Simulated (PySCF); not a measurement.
C3H6GeO. Atoms are numbered in the order given.

```xyz
11

C     -0.5818     2.4402     0.0000
C      0.0261     1.0809     0.0000
C      1.3207     0.6471     0.0000
O      1.4545    -0.7185     0.0000
Ge    -0.4484    -0.8093     0.0000
H     -1.2219     2.6187    -0.8913
H     -1.2219     2.6187     0.8913
H      0.2072     3.2216     0.0000
H      2.2589     1.2366     0.0000
H     -0.9505    -1.5301    -1.2804
H     -0.9505    -1.5301     1.2804
```

The structure is a stationary point at PBE-D3(BJ)/def2-SVP. The structure was generated by enumeration, and PubChem lists no compound with its InChIKey, so it may never have been made.

All values below come from PBE/def2-TZVP (PySCF).

Symmetry labels are those of the subgroup Cs that the program uses (full group Cs).

Q: List the valence orbital energies around the gap with their symmetry. (Estimate from the structure and the level; the computed values follow.)

A: 
```json
[
 {"orbital": "HOMO−7", "symmetry": "A'", "energy (eV)": "-10.68"},
 {"orbital": "HOMO−6", "symmetry": "A\"", "energy (eV)": "-10.22"},
 {"orbital": "HOMO−5", "symmetry": "A'", "energy (eV)": "-9.48"},
 {"orbital": "HOMO−4", "symmetry": "A\"", "energy (eV)": "-9.38"},
 {"orbital": "HOMO−3", "symmetry": "A\"", "energy (eV)": "-8.05"},
 {"orbital": "HOMO−2", "symmetry": "A'", "energy (eV)": "-7.56"},
 {"orbital": "HOMO−1", "symmetry": "A'", "energy (eV)": "-7.14"},
 {"orbital": "HOMO", "symmetry": "A\"", "energy (eV)": "-5.05"},
 {"orbital": "LUMO", "symmetry": "A'", "energy (eV)": "-1.47"},
 {"orbital": "LUMO+1", "symmetry": "A\"", "energy (eV)": "-0.67"},
 {"orbital": "LUMO+2", "symmetry": "A'", "energy (eV)": "-0.15"},
 {"orbital": "LUMO+3", "symmetry": "A'", "energy (eV)": "0.80"}
]
```
